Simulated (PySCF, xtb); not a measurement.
ZrF₂I₂, SMILES [F][Zr]([F])([I])[I], multiplicity 1.

GFN2-xTB (xtb) at its own geometry gives an orbital gap of 3.02 eV and a dipole moment of 5.46 D.

Geometry optimised at B3LYP-D3(BJ)/def2-SVP. The multiplicity is an assumed one; no other spin state was optimised. The structure was generated by enumeration; whether it is a known compound was not checked. The def2 effective core potentials stand for the cores of I, Zr; spin–orbit coupling is left out.

### Question
What does ωB97X/def2-TZVP in PySCF give? (Estimate from the structure and the level; the computed values follow.)

### Answer
gap 9.42 eV (levels -10.20 and -0.78 eV), dipole 0.25 D.
